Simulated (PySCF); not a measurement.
Bonds (- single, = double, # triple, : aromatic): C1-C2, C2-O3, O3-C4, C4-C5, C5-N6, C5=O7. C1 carries H8, H9, H10; C2 carries H11, H12; C4 carries H13, H14; N6 carries H15, H16. H16 is cis to the C=O or C=S heteroatom; H15 is trans to the C=O or C=S heteroatom.

- coordinates at the GFN2-xTB level
- shieldings: GIAO PBE0/pcSseg-1
- program: PySCF 2.14.0 with density-fitted response routines
- single conformer, non-relativistic Hamiltonian, fast rotation and ring inversion assumed for equivalent nuclei, no solvent model

Shifts are taken against calculated references (same method and geometry level): TMS for $^{13}$C, $^{1}$H; H2O for $^{17}$O; $^{15}$N vs NH3.

| atoms | nucleus | count | δ (ppm) |
| --- | --- | --- | --- |
| C4 | $^{13}$C | 1 | ? |
| C2 | $^{13}$C | 1 | 70.7 |
| H8/H9/H10 | $^{1}$H | 3 | ? |
| O7 | $^{17}$O | 1 | 391.5 |
| H16 | $^{1}$H | 1 | ? |
| C5 | $^{13}$C | 1 | 169.4 |
| N6 | $^{15}$N | 1 | 112.8 |
| H15 | $^{1}$H | 1 | 6.28 |
| H11/H12 | $^{1}$H | 2 | 3.64 |
| H13/H14 | $^{1}$H | 2 | 3.91 |
| O3 | $^{17}$O | 1 | 42.4 |
| C1 | $^{13}$C | 1 | ? |

Complete the table.

## Answers


- C4: 74.9 ppm, sp3 CH2 bonded to O, α to a carbonyl; pulled downfield by the heteroatom
- C1: 18.0 ppm, methyl carbon; saturated and bonded to C and H only
- H16: 4.58 ppm, hydrogen on an amide-type nitrogen; exchangeable; this is the value without hydrogen bonding to other molecules
- H8/H9/H10: 1.34 ppm, hydrogen on a methyl carbon

OH/NH shifts are gas-phase values; hydrogen bonding in solution moves them, usually downfield. The two substituents on the amide-type nitrogen aren't averaged: C–N rotation is slow on the NMR time scale. Shifts are as computed. Against solution values, carbons near 30 ppm lie about +3 ppm off and those near 130 ppm about +5 ppm. Of 1211 compounds with measured shifts, 218 miss one by over three times the rms of a fit or turn the order of signals round; such compounds aren't used in these exercises. Hydrogen bonding in solution shields acid and N–H amide carbonyl oxygens by tens of ppm. The C=O carbon of an acid or of an amide with N–H lies up to 10 ppm further downfield in solution, through hydrogen bonding that the calculation lacks. Unscaled 17O shifts of doubly bonded oxygen tend to come out too high, by tens of ppm or more. Experimental scales use liquid or dissolved standards, which lie at an offset from isolated NH3 (liquid NH3: subtract about 20 ppm) and H2O (liquid H2O: subtract about 36 ppm).
